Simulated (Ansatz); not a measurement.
Tuning the range parameter of LC-ωPBE so that −HOMO meets the ionisation energy; basis def2-SVP, Ansatz. System: Ge9NH16, a doped cluster cut from the lattice of germanium (N on a surface site). Charge 0, multiplicity 2. Geometry: r2SCAN-D4/def2-SVP. The ionised state is a singlet, and HOMO is the level of the spin that leaves.

Geometry of the doublet:

```xyz
26

Ge   -0.8506    2.9760   -0.4136
Ge   -2.5430   -0.3377    1.0505
Ge   -0.8380   -0.4147   -2.5471
Ge    2.5340    0.3839   -0.6005
Ge    0.4734   -2.7900    0.3313
Ge    1.1099    0.4725    2.3766
Ge   -2.0656    0.9493   -0.9544
N     1.5522    1.2331    0.7348
Ge   -0.5073   -1.2876    1.9667
Ge    1.1426   -1.3743   -1.5242
H    -1.7865    4.2132   -0.4741
H     0.3223    3.2199   -1.3901
H    -3.2130    0.5669    2.1047
H    -3.5264   -1.4790    0.7165
H    -0.4345    0.4414   -3.7637
H    -1.7422   -1.5585   -3.0537
H     2.8696    1.4810   -1.6275
H     3.8574   -0.1991   -0.0437
H    -0.5337   -3.8668   -0.1183
H     1.7049   -3.5000    0.9287
H     0.5343    1.6229    3.2232
H     2.3650   -0.0915    3.0889
H    -3.4269    1.3338   -1.5842
H     1.8461    2.2047    0.8487
H    -0.7991   -2.0262    3.2911
H     1.9550   -2.1731   -2.5666
```

| ω (1/bohr) | HOMO (eV) | LUMO (eV) | vertical IE (eV) | HOMO + IE (eV) |
| --- | --- | --- | --- | --- |
| 0.1 | -6.08 | -2.16 | 6.98 | 0.90 |
| 0.15 | -6.65 | -1.63 | 7.09 | 0.44 |
| 0.2 | -7.11 | -1.21 | 7.21 | 0.10 |
| 0.3 | -7.79 | -0.66 | 7.43 | -0.36 |

**Question.** Where does the tuning condition hold?

**Answer.** Near ω = 0.22 bohr⁻¹, by linear interpolation.
